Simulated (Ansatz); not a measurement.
Reaction (ligand exchange at the Sn–C bond): `N#[C][SnH2][Cl]` + HCl → `[Cl][SnH2][Cl]` + `C#N`

Gas-phase electronic energies from Ansatz, PBE0-D4/def2-TZVP geometries. CCSD(T)/CBS adds triple-zeta CCSD(T) − MP2 to the extrapolated MP2 energy (def2 sets, frozen cores). This one scheme is used for every species. DFT in def2-TZVPP. Elements past krypton have def2 core potentials. For Sn outer-core shells are correlated without core-valence functions, which leaves a few kJ/mol of doubt a bond.

`N#[C][SnH2][Cl]`:

Cartesian coordinates in Å:
```
N 2.351 -0.703 0.991
C 1.319 -0.377 0.598
Sn -0.576 0.245 -0.081
Cl -0.767 -0.620 -2.217
H -0.574 1.933 -0.186
H -1.754 -0.477 0.895
```

HCl:

```xyz
2

Cl   -0.088   -0.412    0.481
H     0.088    0.412   -0.481
```

`[Cl][SnH2][Cl]`:

Cartesian coordinates in Å:
```
Cl 0.360 2.137 -0.366
Sn -0.119 -0.068 0.157
Cl 0.987 -1.370 -1.407
H -1.784 -0.301 -0.060
H 0.556 -0.398 1.676
```

`C#N`:

Cartesian coordinates in Å:
```
C 0.018 -0.011 0.015
N -0.773 0.469 -0.662
H 0.755 -0.458 0.647
```

Problem. Is it downhill or uphill in electronic energy at CCSD(T)/CBS, and by how much? (An estimate is asked.)

Solution. The calculation gave: Downhill: ΔE = -16.9 kcal/mol.

Problem. What do these levels give: revPBE-D4, r2SCAN-D4, r2SCAN0-D4, BLYP, PBE0, CCSD/CBS(def2)? (An estimate is asked.)

Solution. The calculation gave: revPBE-D4 -17.2, r2SCAN-D4 -18.2, r2SCAN0-D4 -18.1, BLYP -18.0, PBE0 -17.6, CCSD/CBS(def2) -17.2 kcal/mol.

Largest T1 diagnostic among the species: 0.014.

At CCSD(T), def2-SVP lies +0.8 kcal/mol from the extrapolated value and def2-TZVPP +2.3 kcal/mol. Leaving LDA and LC-ωPBE aside and taking each functional with its dispersion term where it has one, the values, not all of them listed here, spread over 1.8 kcal/mol, from B97M-V to PBE-QIDH. In def2-TZVPP, CCSD(T) changes the Hartree–Fock value by +4.0 kcal/mol (the triples alone add +0.4 kcal/mol) and MP2 by +3.4 kcal/mol.
